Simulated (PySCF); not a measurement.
**Excitation energy of P by level of theory**

P [Ne] 3s2 3p3 (4S) → P [Ne] 3s2 3p2 3d1 (high-spin determinant), as a difference of total energies. All numbers are calculated (PySCF 2.14, scalar relativity by spin-free X2C-1e, in aug-cc-pVQZ-DK (7s6p4d3f2g, 84 functions)). Correlated levels: valence: [Ne] frozen. The calculations carry no spin-orbit coupling.

| method | excitation energy (eV) |
| --- | --- |
| UHF | 8.944 |
| LDA | 8.583 |
| PBE | 8.499 |
| PBE0 | 8.728 |
| r2SCAN | 8.924 |
| wB97X | 9.105 |
| M06 | 8.611 |
| M06-2X | 8.823 |
| TPSS | 8.664 |
| MP2 (valence) | 9.104 |
| SCS-MP2 (valence) | 9.036 |

Problem. How much does correlation contribute at MP2 (valence)?

Solution. 9.104 − (8.944) = 0.160 eV, measured against UHF.

A first-order spin-orbit estimate (lowest level to lowest level, LS coupling) adds -0.022 eV.

The promoted electron is Rydberg-like, and one or two diffuse shells describe it only roughly, which tends to raise the upper state.

In the upper state the promoted electron has a positive orbital energy at LDA, PBE, r2SCAN, TPSS, so the basis confines it.

The determinant of the upper state mixes LS terms, which raises its energy above the lowest term, most at the Hartree-Fock and MP2 levels.
